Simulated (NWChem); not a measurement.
System: ZrCl2F2; SMILES [F][Zr]([F])([Cl])[Cl]

The following NWChem deck was run.

```
start job
memory heap 200 mb stack 900 mb global 1100 mb
geometry units angstroms noautoz
  Zr     0.000000     0.000000     0.237619
  F      0.000000     1.529765     1.338062
  F      0.000000    -1.529765     1.338062
  Cl     1.918145     0.000000    -1.096198
  Cl    -1.918145     0.000000    -1.096198
end
basis spherical
  * library def2-svp
end
ecp
  Zr library def2-ecp
end
dft
  xc xcamb88 1.00 lyp 0.81 vwn_5 0.19 hfexch 1.00
  cam 0.33 cam_alpha 0.19 cam_beta 0.46
  iterations 150
  vectors input atomic output neutral.movecs
end
task dft energy
charge 1
dft
  odft
  mult 2
  vectors input atomic output cation.movecs
end
task dft energy
```

NWChem printed, in part:

```
             Northwest Computational Chemistry Package (NWChem) 7.3.0
             --------------------------------------------------------

 C2V symmetry detected

                             Geometry "geometry" -> ""
                             -------------------------

 Output coordinates in angstroms (scale by  1.889725989 to convert to a.u.)

  No.       Tag          Charge          X              Y              Z
 ---- ---------------- ---------- -------------- -------------- --------------
    1 Zr                  40.0000     0.00000000     0.00000000     0.27762830
    2 F                    9.0000     0.00000000     1.52976500     1.37807130
    3 F                    9.0000     0.00000000    -1.52976500     1.37807130
    4 Cl                  17.0000     1.91814500     0.00000000    -1.05618870
    5 Cl                  17.0000    -1.91814500     0.00000000    -1.05618870

 Effective nuclear repulsion energy (a.u.)     657.8049750765

      Symmetry information
      --------------------

 Group name             C2v
 Group number             16
 Group order               4
 No. of unique centers     3

                                 NWChem DFT Module
                                 -----------------

 Summary of "ao basis" -> "ao basis" (spherical)
 ------------------------------------------------------------------------------
       Tag                 Description            Shells   Functions and Types
 ---------------- ------------------------------  ------  ---------------------
 Zr                         def2-svp                11       31   5s3p2d1f
 F                          def2-svp                 6       14   3s2p1d
 Cl                         def2-svp                 8       18   4s3p1d

      Symmetry analysis of basis
      --------------------------

        a1         37
        a2         12
        b1         24
        b2         22

            General Information
            -------------------
          SCF calculation type: DFT
          Wavefunction type:  closed shell.
          No. of atoms     :     5
          No. of electrons :    64
           Alpha electrons :    32
            Beta electrons :    32
          Charge           :     0
          Spin multiplicity:     1
          Use of symmetry is: on ; symmetry adaption is: on
          Maximum number of iterations: 150
          AO basis - number of functions:    95
                     number of shells:    39
          Convergence on energy requested:  1.00D-06
          Convergence on density requested:  1.00D-05
          Convergence on gradient requested:  5.00D-04

              XC Information
              --------------
                     Hartree-Fock (Exact) Exchange  1.000
                   CAM-Becke88 Exchange Functional  1.000
                      VWN V Correlation Functional  0.190 local
              Lee-Yang-Parr Correlation Functional  0.810

           Range-Separation Parameters
           ---------------------------
           Alpha           :  0.19
           Beta            :  0.46
           Gamma           :  0.33
           Short-Range HF  :     F

             Grid Information
             ----------------
          Grid used for XC integration:  medium
          Radial quadrature: Mura-Knowles
          Angular quadrature: Lebedev.
          Tag              B.-S. Rad. Rad. Pts. Rad. Cut. Ang. Pts.
          ---              ---------- --------- --------- ---------
          Zr                  1.55      123          10.0       590
          F                   0.50       49           9.0       434
          Cl                  1.00       88          10.0       590
          Grid pruning is: on
          Number of quadrature shells:   260
          Spatial weights used:  Erf1

      Superposition of Atomic Density Guess
      -------------------------------------

 Sum of atomic energies:       -1170.73154581

      Non-variational initial energy
      ------------------------------

 Total energy =   -1163.706222
 1-e energy   =   -2224.232238
 2-e energy   =     759.879663
 HOMO         =      -0.457772
 LUMO         =      -0.025237

      Symmetry analysis of molecular orbitals - initial
      -------------------------------------------------

  Numbering of irreducible representations:

     1 a1          2 a2          3 b1          4 b2

  Orbital symmetries:

     1 a1          2 b1          3 a1          4 b2          5 a1
     6 b1          7 a1          8 b1          9 a1         10 b2
    11 a2         12 b1         13 a1         14 b2         15 a1
    16 b1         17 a1         18 b2         19 a1         20 b1
    21 a1         22 b2         23 a2         24 b1         25 a1
    26 b2         27 a1         28 b1         29 a1         30 a2
    31 b2         32 b1         33 a1         34 a1         35 b1
    36 a2         37 a1         38 b2         39 b1         40 a1
    41 b2         42 a1

   convergence    iter        energy       DeltaE   RMS-Dens  Diis-err
 ---------------- ----- ----------------- --------- --------- ---------
 d= 0,ls=0.0,diis     1  -1166.7116887343 -1.47D+03  2.74D-02  1.90D+00
 d= 0,ls=0.0,diis     2  -1165.9858331324  7.26D-01  1.60D-02  1.06D+01
 d= 0,ls=0.0,diis     3  -1166.9680499746 -9.82D-01  1.73D-03  1.60D-02
 d= 0,ls=0.0,diis     4  -1166.9693100567 -1.26D-03  6.86D-04  8.94D-03
 d= 0,ls=0.0,diis     5  -1166.9703303061 -1.02D-03  1.11D-04  6.52D-05
  Resetting Diis
 d= 0,ls=0.0,diis     6  -1166.9703422654 -1.20D-05  2.02D-05  2.80D-06
 d= 0,ls=0.0,diis     7  -1166.9703428010 -5.36D-07  6.52D-06  1.80D-07

         Total DFT energy =    -1166.970342800969
      One electron energy =    -2227.332488375846
           Coulomb energy =      843.071240661814
    Exchange-Corr. energy =      -83.355448282354
 Nuclear repulsion energy =      300.646353195417

 Numeric. integr. density =       64.000004722691

                  Occupations of the irreducible representations
                  ----------------------------------------------

                     irrep           alpha         beta
                     --------     --------     --------
                     a1               13.0         13.0
                     a2                3.0          3.0
                     b1                9.0          9.0
                     b2                7.0          7.0

                       DFT Final Molecular Orbital Analysis
                       ------------------------------------

 Vector   30  Occ=2.000000D+00  E=-4.160545D-01  Symmetry=a2
              MO Center= -1.1D-11, -3.6D-15, -8.8D-01, r^2= 4.7D+00
   Bfn.  Coefficient  Atom+Function         Bfn.  Coefficient  Atom+Function
  ----- ------------  ---------------      ----- ------------  ---------------
    71      0.425837  4 Cl py                89     -0.425837  5 Cl py
    68      0.323125  4 Cl py                86     -0.323125  5 Cl py
    65      0.187853  4 Cl py                83     -0.187853  5 Cl py
    15      0.133566  1 Zr d -2              35      0.105840  2 F  px
    49     -0.105840  3 F  px                38     -0.083287  2 F  px

 Vector   31  Occ=2.000000D+00  E=-4.157541D-01  Symmetry=b2
              MO Center=  1.1D-11,  4.5D-17, -9.5D-01, r^2= 4.7D+00
   Bfn.  Coefficient  Atom+Function         Bfn.  Coefficient  Atom+Function
  ----- ------------  ---------------      ----- ------------  ---------------
    71      0.425897  4 Cl py                89      0.425897  5 Cl py
    68      0.325453  4 Cl py                86      0.325453  5 Cl py
    65      0.189040  4 Cl py                83      0.189040  5 Cl py
     7     -0.141115  1 Zr py                10      0.086495  1 Zr py
    36      0.078660  2 F  py                50      0.078660  3 F  py

 Vector   32  Occ=2.000000D+00  E=-4.045421D-01  Symmetry=b1
              MO Center=  1.5D-13, -1.2D-15, -9.9D-01, r^2= 4.8D+00
   Bfn.  Coefficient  Atom+Function         Bfn.  Coefficient  Atom+Function
  ----- ------------  ---------------      ----- ------------  ---------------
    72      0.400444  4 Cl pz                90     -0.400444  5 Cl pz
    69      0.296060  4 Cl pz                87     -0.296060  5 Cl pz
    70      0.212900  4 Cl px                88      0.212900  5 Cl px
    66      0.172475  4 Cl pz                84     -0.172475  5 Cl pz
    67      0.160892  4 Cl px                85      0.160892  5 Cl px

 Vector   33  Occ=0.000000D+00  E=-3.482234D-02  Symmetry=a1
              MO Center= -2.7D-14, -3.8D-15,  5.2D-02, r^2= 2.3D+00
   Bfn.  Coefficient  Atom+Function         Bfn.  Coefficient  Atom+Function
  ----- ------------  ---------------      ----- ------------  ---------------
    17      0.863299  1 Zr d  0              19     -0.251128  1 Zr d  2
    72      0.230619  4 Cl pz                90      0.230619  5 Cl pz
    22      0.144963  1 Zr d  0              69      0.127698  4 Cl pz
    87      0.127698  5 Cl pz                11     -0.123487  1 Zr pz
     8      0.116495  1 Zr pz                24     -0.110635  1 Zr d  2

 Vector   34  Occ=0.000000D+00  E=-3.054999D-02  Symmetry=a2
              MO Center= -1.2D-14,  7.3D-15,  2.1D-01, r^2= 2.1D+00
   Bfn.  Coefficient  Atom+Function         Bfn.  Coefficient  Atom+Function
  ----- ------------  ---------------      ----- ------------  ---------------
    15      0.921398  1 Zr d -2              71     -0.190151  4 Cl py
    89      0.190151  5 Cl py                35      0.166464  2 F  px
    49     -0.166464  3 F  px                20      0.145987  1 Zr d -2
    38     -0.144281  2 F  px                52      0.144281  3 F  px
    68     -0.115357  4 Cl py                86      0.115357  5 Cl py

 Vector   35  Occ=0.000000D+00  E=-8.588657D-03  Symmetry=b1
              MO Center= -1.9D-13, -9.4D-15,  4.2D-01, r^2= 2.9D+00
   Bfn.  Coefficient  Atom+Function         Bfn.  Coefficient  Atom+Function
  ----- ------------  ---------------      ----- ------------  ---------------
    18      0.843942  1 Zr d  1              23      0.300445  1 Zr d  1
    70      0.290369  4 Cl px                88      0.290369  5 Cl px
    63     -0.201546  4 Cl s                 81      0.201546  5 Cl s
     6      0.175508  1 Zr px                12     -0.157979  1 Zr px
    35     -0.150041  2 F  px                49     -0.150041  3 F  px

     Multipole analysis of the density
     ---------------------------------

     L   x y z        total         alpha         beta         nuclear
     -   - - -        -----         -----         ----         -------
     0   0 0 0     -0.000000    -32.000000    -32.000000     64.000000

     1   1 0 0     -0.000000     -0.000000     -0.000000      0.000000
     1   0 1 0     -0.000000     -0.000000     -0.000000      0.000000
     1   0 0 1      0.045865      7.367912      7.367912    -14.689960

     2   2 0 0    -44.938578   -245.831377   -245.831377    446.724176
     2   1 1 0      0.000000      0.000000      0.000000      0.000000
     2   1 0 1     -0.000000     -0.000000     -0.000000      0.000000
     2   0 2 0    -45.117382    -97.771121    -97.771121    150.424860
     2   0 1 1     -0.000000     -0.000000     -0.000000      0.000000
     2   0 0 2    -44.944377   -152.881305   -152.881305    260.818232

                                 NWChem DFT Module
                                 -----------------

      Symmetry analysis of basis
      --------------------------

        a1         37
        a2         12
        b1         24
        b2         22

            General Information
            -------------------
          SCF calculation type: DFT
          Wavefunction type:  spin polarized.
          No. of atoms     :     5
          No. of electrons :    63
           Alpha electrons :    32
            Beta electrons :    31
          Charge           :     1
          Spin multiplicity:     2
          Use of symmetry is: on ; symmetry adaption is: on
          Maximum number of iterations: 150
          This is a Direct SCF calculation.
          AO basis - number of functions:    95
                     number of shells:    39
          Convergence on energy requested:  1.00D-06
          Convergence on density requested:  1.00D-05
          Convergence on gradient requested:  5.00D-04

              XC Information
              --------------
                     Hartree-Fock (Exact) Exchange  1.000
                   CAM-Becke88 Exchange Functional  1.000
                      VWN V Correlation Functional  0.190 local
              Lee-Yang-Parr Correlation Functional  0.810

           Range-Separation Parameters
           ---------------------------
           Alpha           :  0.19
           Beta            :  0.46
           Gamma           :  0.33
           Short-Range HF  :     F

             Grid Information
             ----------------
          Grid used for XC integration:  medium
          Radial quadrature: Mura-Knowles
          Angular quadrature: Lebedev.
          Tag              B.-S. Rad. Rad. Pts. Rad. Cut. Ang. Pts.
          ---              ---------- --------- --------- ---------
          Zr                  1.55      123          10.0       590
          F                   0.50       49           9.0       434
          Cl                  1.00       88          10.0       590
          Grid pruning is: on
          Number of quadrature shells:   260
          Spatial weights used:  Erf1

      Superposition of Atomic Density Guess
      -------------------------------------

 Sum of atomic energies:       -1170.73154581

 Renormalizing density from      64.00 to     63

      Non-variational initial energy
      ------------------------------

 Total energy =   -1152.513315
 1-e energy   =   -2189.478609
 2-e energy   =     736.318941
 HOMO         =      -0.730695
 LUMO         =      -0.223276

   Symmetry analysis of molecular orbitals - initial alpha
   -------------------------------------------------------

  Numbering of irreducible representations:

     1 a1          2 a2          3 b1          4 b2

  Orbital symmetries:

     1 a1          2 b1          3 a1          4 b2          5 a1
     6 b1          7 a1          8 b1          9 a1         10 b1
    11 b2         12 a2         13 a1         14 b2         15 a1
    16 b1         17 a1         18 b2         19 a1         20 b1
    21 a1         22 b2         23 a2         24 b1         25 a1
    26 b2         27 a1         28 b1         29 a1         30 a2
    31 b2         32 b1         33 a1         34 a1         35 a2
    36 b1         37 a1         38 b2         39 b2         40 b1
    41 a1         42 a1

   Symmetry analysis of molecular orbitals - initial beta
   ------------------------------------------------------

  Numbering of irreducible representations:

     1 a1          2 a2          3 b1          4 b2

  Orbital symmetries:

     1 a1          2 b1          3 a1          4 b2          5 a1
     6 b1          7 a1          8 b1          9 a1         10 b1
    11 b2         12 a2         13 a1         14 b2         15 a1
    16 b1         17 a1         18 b2         19 a1         20 b1
    21 a1         22 b2         23 a2         24 b1         25 a1
    26 b2         27 a1         28 b1         29 a1         30 a2
    31 b2         32 b1         33 a1         34 a1         35 a2
    36 b1         37 a1         38 b2         39 b2         40 b1
    41 a1         42 a1

[...]
```

Level: CAM-B3LYP/def2-SVP with def2 effective core potentials on Zr, vertical spin-unrestricted ions. Coordinates come from a PBE0/def2-SVP optimisation. No frequency run checked for a minimum. def2 effective core potentials on Zr; no spin-orbit coupling.
